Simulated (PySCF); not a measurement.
Species: C4H6F3O (charge -1).
Geometry (GFN2-xTB, Å), atoms numbered from 1 in this order:
```xyz
14
C4H6F3O angstrom
C     -1.604    0.024   -0.478
C     -0.790    0.028    0.859
O     -1.262    0.758    1.805
C      0.741    0.507    0.456
C      1.519   -0.365   -0.459
F      1.479   -1.681   -0.168
F      1.181   -0.276   -1.765
F      2.874   -0.079   -0.465
H     -2.624   -0.284   -0.252
H     -1.185   -0.663   -1.212
H     -1.636    1.029   -0.896
H     -0.643   -1.074    1.128
H      1.277    0.570    1.403
H      0.673    1.504    0.022
```

Structure optimised with GFN2-xTB, isolated species.

Masses are those of the commonest isotopes; rigid-rotor values at the optimised geometry. The values belong to one conformer with, in the numbering `[CH3:1][C@H:2]([O-:3])[CH2:4][C:5]([F:6])([F:7])[F:8]`, C1–C2–C4–C5 -63°.

Give the principal moments of inertia and the rotational constants in MHz.

Ia = 141.92, Ib = 403.29, Ic = 444.20 u·Å²; 505379 MHz·u·Å²/I gives A = 3561, B = 1253, C = 1138 MHz.

Classify the top.

A near-prolate asymmetric top: κ = (2 × 1253 − 3561 − 1138)/(3561 − 1138) ≈ -0.90.

Is it planar, by Δ = Ic − Ia − Ib?

Not planar: Δ = Ic − Ia − Ib = -101.01 u·Å². For a rigid frame Δ = −2 Σ m c², so Σ m c² = 50.51 u·Å² lies off the ab plane: 6.00 from hydrogen and 44.50 from heavier atoms. The atom farthest from that plane is 1.56 Å away.

Give the other two planar moments, Paa and Pbb, and the rms extents of the mass along the axes.

Paa = Σ m a² = (Ib + Ic − Ia)/2 = 352.79 and Pbb = Σ m b² = (Ia + Ic − Ib)/2 = 91.41 u·Å². With the mass M = 127.04 u, the rms extents √(P/M) along a, b and c are 1.67, 0.85, 0.63 Å.

No frequency check. Zero-point vibration and centrifugal distortion are left out.

All values are computed, not measured.
